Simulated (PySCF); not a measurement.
Species: C₄H₄BFO.
Cartesian coordinates in Å at the PBE0-D3(BJ)/def2-SVP level; atoms count from 1:
```
atom  x, y, z in Å
F1     2.9370    1.3948   -0.4098
B2     2.2000    0.3126   -0.2127
C3     0.6887    0.4294   -0.0147
C4    -0.2722   -0.5341    0.2143
C5    -1.5163    0.1347    0.3356
C6    -1.2275    1.4645    0.1710
O7     0.0740    1.6510   -0.0360
H8     2.7503   -0.7644   -0.1924
H9    -0.0853   -1.6043    0.2846
H10   -2.4965   -0.2990    0.5186
H11   -1.8490    2.3577    0.1786
```

Method used: PBE0-D3(BJ)/def2-SVP geometry optimisation, gas phase (PySCF).

Take the most abundant isotopes and a rigid rotor. The values belong to one conformer with, in the numbering `[F:1][BH:2][c:3]1[cH:4][cH:5][cH:6][o:7]1`, F1–B2–C3–C4 -179°.

Q: What are A, B and C (GHz)?

A: Ia = 63.66, Ib = 268.72, Ic = 332.38 u·Å²; 505379 MHz·u·Å²/I gives 7938, 1881 and 1520 MHz, that is A = 7.9383, B = 1.8807, C = 1.5205 GHz.

Q: Classify the top.

A: An asymmetric top. Ray's parameter κ = (2B − A − C)/(A − C) = -0.888; −1 is the prolate and +1 the oblate limit.

Q: What does the inertial defect say?

A: Planar: Δ = Ic − Ia − Ib = 0.00 u·Å². For a rigid frame Δ = −2 Σ m c², so it vanishes when all atoms lie in the ab plane; here none is more than 0.01 Å from it.

Q: Which lines would a microwave search look for?

A: The dipole components are |μa| = 2.51 D, |μb| = 0.58 D, |μc| = 0.00 D; the mirror of this Cs structure is the ab plane, so μc vanishes by symmetry and there are no c-type lines. Intensities carry the squares of the components, which stand as 1.00 : 0.05 (a : b). Some lines, for components of 0.1 D or more:

```tsv
type	branch	J(Ka,Kc)	MHz	lower level (cm⁻¹)
a	Q	1(1,0) ← 1(1,1)	360	0.316
a	Q	2(1,1) ← 2(1,2)	1081	0.530
a	R	1(0,1) ← 0(0,0)	3401	0.000
b	Q	1(1,0) ← 1(0,1)	6418	0.113
a	R	2(1,2) ← 1(1,1)	6442	0.316
a	R	2(0,2) ← 1(0,1)	6787	0.113
b	Q	2(1,1) ← 2(0,2)	6794	0.340
a	R	2(1,1) ← 1(1,0)	7163	0.328
b	R	1(1,1) ← 0(0,0)	9459	0.000
b	R	2(1,2) ← 1(0,1)	12500	0.113
b	Q	2(2,0) ← 2(1,1)	18188	0.566
b	Q	2(2,1) ← 2(1,2)	19253	0.530
b	R	2(2,1) ← 1(1,0)	25335	0.328
b	R	2(2,0) ← 1(1,1)	25711	0.316
```

Q: Estimate the classical rotational partition function at 10 K, 25 K and 50 K.

A: Point group Cs, symmetry number σ = 1; q = (√π/σ)·√((kT/h)³/(ABC)), k/h = 20836.6 MHz/K: 1120 at 10 K, 4420 at 25 K, 12500 at 50 K.

PBE0-D3(BJ)/def2-SVP frequencies: not computed here. These are rigid-rotor constants of the computed structure; measured ground-state constants (B0) also hold zero-point vibration. Quadrupole hyperfine structure (11B) is left out.
